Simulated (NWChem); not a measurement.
System: C3H2FNS; SMILES n1csc(F)c1

The following NWChem deck was run.

```
start job
memory heap 200 mb stack 900 mb global 1100 mb
geometry units angstroms noautoz
  F      0.113634    -2.126917     0.000000
  C      0.210541    -0.803497     0.000000
  C      1.360231    -0.042422     0.000000
  N      1.141894     1.312100     0.000000
  C     -0.133959     1.591622     0.000000
  S     -1.218846     0.205177     0.000000
  H      2.376594    -0.459769     0.000000
  H     -0.555068     2.608196     0.000000
end
basis spherical
  * library def2-svp
end
dft
  xc xwpbe 1.00 cpbe96 1.0 hfexch 1.00
  cam 0.6 cam_alpha 0.0 cam_beta 1.0
  iterations 150
  vectors input atomic output neutral.movecs
end
task dft energy
charge 1
dft
  odft
  mult 2
  vectors input atomic output cation.movecs
end
task dft energy
```

Parts of the log:

```
             Northwest Computational Chemistry Package (NWChem) 7.3.0
             --------------------------------------------------------

 CS  symmetry detected

                             Geometry "geometry" -> ""
                             -------------------------

 Output coordinates in angstroms (scale by  1.889725989 to convert to a.u.)

  No.       Tag          Charge          X              Y              Z
 ---- ---------------- ---------- -------------- -------------- --------------
    1 F                    9.0000     0.13098043    -2.12496189     0.00000000
    2 C                    6.0000     0.21760068    -0.80082882     0.00000000
    3 C                    6.0000     1.36134193    -0.03084297     0.00000000
    4 N                    7.0000     1.13248601     1.32194152     0.00000000
    5 C                    6.0000    -0.14550054     1.59154088     0.00000000
    6 S                   16.0000    -1.21958121     0.19670747     0.00000000
    7 H                    1.0000     2.38091729    -0.44027957     0.00000000
    8 H                    1.0000    -0.57449626     2.60481190     0.00000000

 Effective nuclear repulsion energy (a.u.)     274.0414892559

      Symmetry information
      --------------------

 Group name             Cs
 Group number              2
 Group order               2
 No. of unique centers     8

  pbe96 is a nonlocal functional; adding pw91lda local functional.

                                 NWChem DFT Module
                                 -----------------

 Summary of "ao basis" -> "ao basis" (spherical)
 ------------------------------------------------------------------------------
       Tag                 Description            Shells   Functions and Types
 ---------------- ------------------------------  ------  ---------------------
 F                          def2-svp                 6       14   3s2p1d
 C                          def2-svp                 6       14   3s2p1d
 N                          def2-svp                 6       14   3s2p1d
 S                          def2-svp                 8       18   4s3p1d
 H                          def2-svp                 3        5   2s1p

      Symmetry analysis of basis
      --------------------------

        a'         71
        a"         27

            General Information
            -------------------
          SCF calculation type: DFT
          Wavefunction type:  closed shell.
          No. of atoms     :     8
          No. of electrons :    52
           Alpha electrons :    26
            Beta electrons :    26
          Charge           :     0
          Spin multiplicity:     1
          Use of symmetry is: on ; symmetry adaption is: on
          Maximum number of iterations: 150
          AO basis - number of functions:    98
                     number of shells:    44
          Convergence on energy requested:  1.00D-06
          Convergence on density requested:  1.00D-05
          Convergence on gradient requested:  5.00D-04

              XC Information
              --------------
                     Hartree-Fock (Exact) Exchange  1.000
                     LC-wPBE(h)Exchange Functional  1.000
            Perdew 1991 LDA Correlation Functional  1.000 local
           PerdewBurkeErnz. Correlation Functional  1.000 non-local

           Range-Separation Parameters
           ---------------------------
           Alpha           :  0.00
           Beta            :  1.00
           Gamma           :  0.60
           Short-Range HF  :     F

             Grid Information
             ----------------
          Grid used for XC integration:  medium
          Radial quadrature: Mura-Knowles
          Angular quadrature: Lebedev.
          Tag              B.-S. Rad. Rad. Pts. Rad. Cut. Ang. Pts.
          ---              ---------- --------- --------- ---------
          F                   0.50       49          12.0       434
          C                   0.70       49          10.0       434
          N                   0.65       49           8.0       434
          S                   1.00       88          10.0       590
          H                   0.35       45          11.0       434
          Grid pruning is: on
          Number of quadrature shells:   423
          Spatial weights used:  Erf1

      Superposition of Atomic Density Guess
      -------------------------------------

 Sum of atomic energies:        -664.75700102

      Non-variational initial energy
      ------------------------------

 Total energy =    -667.777250
 1-e energy   =   -1459.898840
 2-e energy   =     518.080101
 HOMO         =      -0.225905
 LUMO         =       0.014227

      Symmetry analysis of molecular orbitals - initial
      -------------------------------------------------

  Numbering of irreducible representations:

     1 a'          2 a"

  Orbital symmetries:

     1 a'          2 a'          3 a'          4 a'          5 a'
     6 a'          7 a'          8 a'          9 a'         10 a"
    11 a'         12 a'         13 a'         14 a'         15 a'
    16 a'         17 a'         18 a"         19 a'         20 a'
    21 a"         22 a'         23 a'         24 a'         25 a"
    26 a"         27 a"         28 a'         29 a"         30 a'
    31 a'         32 a'         33 a'         34 a'         35 a'
    36 a'

   convergence    iter        energy       DeltaE   RMS-Dens  Diis-err
 ---------------- ----- ----------------- --------- --------- ---------
 d= 0,ls=0.0,diis     1   -667.5148001967 -9.42D+02  1.02D-02  1.03D+00
 d= 0,ls=0.0,diis     2   -667.5800121362 -6.52D-02  4.94D-03  5.57D-01
 d= 0,ls=0.0,diis     3   -667.6355010974 -5.55D-02  1.37D-03  2.33D-02
 d= 0,ls=0.0,diis     4   -667.6386119404 -3.11D-03  5.23D-04  2.01D-03
 d= 0,ls=0.0,diis     5   -667.6389424155 -3.30D-04  2.61D-04  2.33D-04
  Resetting Diis
 d= 0,ls=0.0,diis     6   -667.6390035340 -6.11D-05  1.03D-04  5.21D-05
 d= 0,ls=0.0,diis     7   -667.6390144054 -1.09D-05  3.78D-05  4.73D-06
 d= 0,ls=0.0,diis     8   -667.6390160352 -1.63D-06  1.41D-05  1.83D-06
 d= 0,ls=0.0,diis     9   -667.6390164763 -4.41D-07  2.18D-05  4.71D-07
 d= 0,ls=0.0,diis    10   -667.6390167629 -2.87D-07  2.60D-06  4.03D-08

         Total DFT energy =     -667.639016762943
      One electron energy =    -1461.651193582052
           Coulomb energy =      579.650332447982
    Exchange-Corr. energy =      -59.679644884744
 Nuclear repulsion energy =      274.041489255870

 Numeric. integr. density =       51.999991419959

                  Occupations of the irreducible representations
                  ----------------------------------------------

                     irrep           alpha         beta
                     --------     --------     --------
                     a'               21.0         21.0
                     a"                5.0          5.0

                       DFT Final Molecular Orbital Analysis
                       ------------------------------------

 Vector   24  Occ=2.000000D+00  E=-4.387919D-01  Symmetry=a'
              MO Center=  7.7D-01,  1.2D+00,  4.2D-16, r^2= 2.4D+00
   Bfn.  Coefficient  Atom+Function         Bfn.  Coefficient  Atom+Function
  ----- ------------  ---------------      ----- ------------  ---------------
    46      0.347513  4 N  px                47      0.344595  4 N  py
    50     -0.266776  4 N  py                49     -0.254327  4 N  px
    82     -0.210086  6 S  py                44     -0.196964  4 N  s
    45     -0.191163  4 N  s                 79     -0.177832  6 S  py
    81     -0.168225  6 S  px                33      0.149292  3 C  py

 Vector   25  Occ=2.000000D+00  E=-4.322554D-01  Symmetry=a"
              MO Center= -4.0D-01,  4.0D-01,  1.0D-14, r^2= 2.7D+00
   Bfn.  Coefficient  Atom+Function         Bfn.  Coefficient  Atom+Function
  ----- ------------  ---------------      ----- ------------  ---------------
    83      0.526949  6 S  pz                80      0.387163  6 S  pz
    48      0.307404  4 N  pz                51     -0.222942  4 N  pz
    77      0.217452  6 S  pz                34     -0.137651  3 C  pz
    20      0.111007  2 C  pz                37     -0.100918  3 C  pz
     6      0.095801  1 F  pz                62     -0.082105  5 C  pz

 Vector   26  Occ=2.000000D+00  E=-3.832242D-01  Symmetry=a"
              MO Center=  4.5D-01,  7.3D-02,  1.2D-15, r^2= 2.7D+00
   Bfn.  Coefficient  Atom+Function         Bfn.  Coefficient  Atom+Function
  ----- ------------  ---------------      ----- ------------  ---------------
    20      0.362215  2 C  pz                34      0.350444  3 C  pz
    62     -0.315070  5 C  pz                37      0.251761  3 C  pz
    65     -0.244028  5 C  pz                23      0.234029  2 C  pz
     6      0.212808  1 F  pz                 9     -0.179788  1 F  pz
    83     -0.131525  6 S  pz                48      0.116813  4 N  pz

 Vector   27  Occ=0.000000D+00  E= 5.074157D-02  Symmetry=a"
              MO Center=  3.5D-03,  5.8D-01, -1.5D-15, r^2= 3.1D+00
   Bfn.  Coefficient  Atom+Function         Bfn.  Coefficient  Atom+Function
  ----- ------------  ---------------      ----- ------------  ---------------
    65      0.508829  5 C  pz                83     -0.471960  6 S  pz
    23      0.416873  2 C  pz                62      0.384438  5 C  pz
    20      0.360374  2 C  pz                51     -0.307931  4 N  pz
    48      0.249238  4 N  pz                37     -0.230777  3 C  pz
    80     -0.202261  6 S  pz                34     -0.155077  3 C  pz

 Vector   28  Occ=0.000000D+00  E= 1.143347D-01  Symmetry=a'
              MO Center= -8.0D-01,  3.3D-01, -3.5D-16, r^2= 3.3D+00
   Bfn.  Coefficient  Atom+Function         Bfn.  Coefficient  Atom+Function
  ----- ------------  ---------------      ----- ------------  ---------------
    59      1.027569  5 C  s                 82     -0.993673  6 S  py
    17     -0.821620  2 C  s                 22     -0.586319  2 C  py
    31      0.579899  3 C  s                 95     -0.491563  8 H  s
    90     -0.295777  7 H  s                 58      0.250651  5 C  s
    18      0.248959  2 C  px                63     -0.242345  5 C  px

 Vector   29  Occ=0.000000D+00  E= 1.448129D-01  Symmetry=a"
              MO Center=  7.9D-01,  3.2D-01, -8.3D-16, r^2= 2.8D+00
   Bfn.  Coefficient  Atom+Function         Bfn.  Coefficient  Atom+Function
  ----- ------------  ---------------      ----- ------------  ---------------
    37      0.684137  3 C  pz                51     -0.550213  4 N  pz
    23     -0.508247  2 C  pz                34      0.393606  3 C  pz
    48      0.360165  4 N  pz                65      0.356341  5 C  pz
    20     -0.308553  2 C  pz                62      0.179913  5 C  pz
     9      0.134388  1 F  pz                 6     -0.113364  1 F  pz

     Multipole analysis of the density
     ---------------------------------

     L   x y z        total         alpha         beta         nuclear
     -   - - -        -----         -----         ----         -------
     0   0 0 0     -0.000000    -26.000000    -26.000000     52.000000

     1   1 0 0     -0.427951     -0.213975     -0.213975      0.000000
     1   0 1 0      0.121095      0.060548      0.060548      0.000000
     1   0 0 1      0.000000      0.000000      0.000000      0.000000

     2   2 0 0    -29.235436   -104.714912   -104.714912    180.194387
     2   1 1 0     -3.689519      0.111188      0.111188     -3.911895
     2   1 0 1     -0.000000     -0.000000     -0.000000      0.000000
     2   0 2 0    -30.181392   -157.078977   -157.078977    283.976563
     2   0 1 1      0.000000      0.000000      0.000000      0.000000
     2   0 0 2    -30.920804    -15.460402    -15.460402      0.000000

                                 NWChem DFT Module
                                 -----------------

      Symmetry analysis of basis
      --------------------------

        a'         71
        a"         27

            General Information
            -------------------
          SCF calculation type: DFT
          Wavefunction type:  spin polarized.
          No. of atoms     :     8
          No. of electrons :    51
           Alpha electrons :    26
            Beta electrons :    25
          Charge           :     1
          Spin multiplicity:     2
          Use of symmetry is: on ; symmetry adaption is: on
          Maximum number of iterations: 150
          This is a Direct SCF calculation.
          AO basis - number of functions:    98
                     number of shells:    44
          Convergence on energy requested:  1.00D-06
          Convergence on density requested:  1.00D-05
          Convergence on gradient requested:  5.00D-04

              XC Information
              --------------
                     Hartree-Fock (Exact) Exchange  1.000
                     LC-wPBE(h)Exchange Functional  1.000
            Perdew 1991 LDA Correlation Functional  1.000 local
           PerdewBurkeErnz. Correlation Functional  1.000 non-local

           Range-Separation Parameters
           ---------------------------
           Alpha           :  0.00
           Beta            :  1.00
           Gamma           :  0.60
           Short-Range HF  :     F

             Grid Information
             ----------------
          Grid used for XC integration:  medium
          Radial quadrature: Mura-Knowles
          Angular quadrature: Lebedev.
          Tag              B.-S. Rad. Rad. Pts. Rad. Cut. Ang. Pts.
          ---              ---------- --------- --------- ---------
          F                   0.50       49          12.0       434
          C                   0.70       49          10.0       434
          N                   0.65       49           8.0       434
          S                   1.00       88          10.0       590
          H                   0.35       45          11.0       434
          Grid pruning is: on
          Number of quadrature shells:   423
          Spatial weights used:  Erf1

      Superposition of Atomic Density Guess
      -------------------------------------

 Sum of atomic energies:        -664.75700102

 Renormalizing density from      52.00 to     51

      Non-variational initial energy
      ------------------------------

 Total energy =    -659.436832
 1-e energy   =   -1431.823863
 2-e energy   =     498.345541
 HOMO         =      -0.519208
 LUMO         =      -0.277452

   Symmetry analysis of molecular orbitals - initial alpha
   -------------------------------------------------------

  Numbering of irreducible representations:

     1 a'          2 a"

  Orbital symmetries:

     1 a'          2 a'          3 a'          4 a'          5 a'
     6 a'          7 a'          8 a'          9 a'         10 a"
    11 a'         12 a'         13 a'         14 a'         15 a'
    16 a'         17 a'         18 a"         19 a'         20 a'
    21 a"         22 a'         23 a'         24 a"         25 a'
    26 a"         27 a"         28 a'         29 a"         30 a'
    31 a'         32 a'         33 a'         34 a'         35 a'
    36 a'

   Symmetry analysis of molecular orbitals - initial beta
   ------------------------------------------------------

  Numbering of irreducible representations:

     1 a'          2 a"

  Orbital symmetries:

     1 a'          2 a'          3 a'          4 a'          5 a'
     6 a'          7 a'          8 a'          9 a'         10 a"
    11 a'         12 a'         13 a'         14 a'         15 a'
    16 a'         17 a'         18 a"         19 a'         20 a'
    21 a"         22 a'         23 a'         24 a"         25 a'
    26 a"         27 a"         28 a'         29 a"         30 a'
    31 a'         32 a'         33 a'         34 a'         35 a'
    36 a'

[...]
```

Level: LC-wPBE (HJS exchange hole, range parameter 0.6 per bohr)/def2-SVP, vertical spin-unrestricted ions. Coordinates come from a PBE-D3(BJ)/def2-SVP optimisation.
